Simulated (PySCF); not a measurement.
## Arsenic: a sound run and one with changed settings

Sound run: As⁺ [Ar] 3d10 4s2 4p2, As²⁺ [Ar] 3d10 4s2 4p1. All numbers are calculated (PySCF 2.14, a scalar-relativistic core potential, in cc-pVDZ-PP with ECP10MDF). In the sound run the correlated levels freeze 3s2 3p6 3d10 outside the core potential. The sound run starts from symmetry-adapted Hartree-Fock orbitals and uses a fine grid where one is needed.

Changed run: a valence shell is frozen. This setting is unsound on purpose.

```csv
species,method,sound run (hartree),changed run (hartree),converged
As⁺,MP2,-330.89306,-330.85497,yes
As⁺,CCSD(T),-330.91006,-330.85679,yes
```

Ionisation energy of As⁺:

```csv
method,sound run (eV),changed run (eV)
UHF,17.975,17.975
MP2,18.237,18.090
SCS-MP2,18.173,18.014
CCSD,18.263,18.139
CCSD(T),18.269,18.139
CCSDT,n/a,18.139
FCI,n/a,18.139
```

Freezing a valence shell removes pair correlation that changes on ionisation.

For comparison, NIST gives 18.589 eV between the lowest levels.
